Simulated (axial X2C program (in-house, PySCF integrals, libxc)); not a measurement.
Excited states of AgSi⁺ by EOM-EE-CCSD

Computed with an in-house all-electron X2C program for linear molecules (integrals from PySCF): two-component X2C with atomic mean-field Coulomb and Gaunt terms, Gaussian nuclei, basis Ag dyall-acv3z, Si dyall-av3z with contracted cores.

R = 2.383 Å (near the PBE0 minimum at charge 1 of the determinant lowest at the starting distance; the state shown can have its own minimum elsewhere).

Vertical excitation energies from the closed-shell determinant state of AgSi⁺:

```csv
Ω,excitation (eV),cm⁻¹,hole of the leading pair,particle of the leading pair,weight of the pair (for Ω = 0 its time-reversed partner can hold as much again),singles weight
0⁻,0.412,3324,"71% Si pσ, 16% Ag sσ","84% Si pπ, 8% Ag pπ, 7% Ag dπ",0.48,0.96
0⁺,0.412,3325,"71% Si pσ, 16% Ag sσ","84% Si pπ, 8% Ag pπ, 7% Ag dπ",0.48,0.96
1,0.430,3469,"71% Si pσ, 16% Ag sσ","84% Si pπ, 8% Ag pπ, 7% Ag dπ",0.50,0.96
2,0.449,3619,"71% Si pσ, 16% Ag sσ","84% Si pπ, 7% Ag pπ, 7% Ag dπ",0.95,0.96
1,1.225,9884,"71% Si pσ, 17% Ag sσ","83% Si pπ, 7% Ag dπ, 7% Ag pπ",0.49,0.94
0⁻,3.500,28227,"66% Si pσ, 19% Ag sσ, 8% Ag dσ","42% Ag sσ, 23% Ag pσ, 14% Si pσ",0.47,0.95
1,3.500,28229,"66% Si pσ, 19% Ag sσ, 8% Ag dσ","42% Ag sσ, 23% Ag pσ, 14% Si pσ",0.94,0.95
```

This point took 52 s on 1 thread of Intel(R) Xeon(R) 6975P-C (Granite Rapids), on a shared host.

Reference electrons by ω block (each with its −ω partner): 1/2: 20, 3/2: 8, 5/2: 2. 14 electrons of AgSi⁺ correlated (inner shells frozen), 88 natural virtual spinors (a truncated set); levels can be off by some tenths of an eV. Roots sought by Ω: (0: 5, 1: 4, 2: 3, 3: 1); the list ends where they run out and leaves out roots under 60 % singles weight. The solver can skip a root, and states that need a further excitation, which the method places far too high, are missing though they may lie low or lowest. T1 of the reference 0.026 (Lee–Taylor). Number of frozen shells: Ag 4 s, 3 p, 1 d; Si 2 s, 1 p. Large amplitudes in the reference (orbital relaxation or multireference character) lower the reliability.
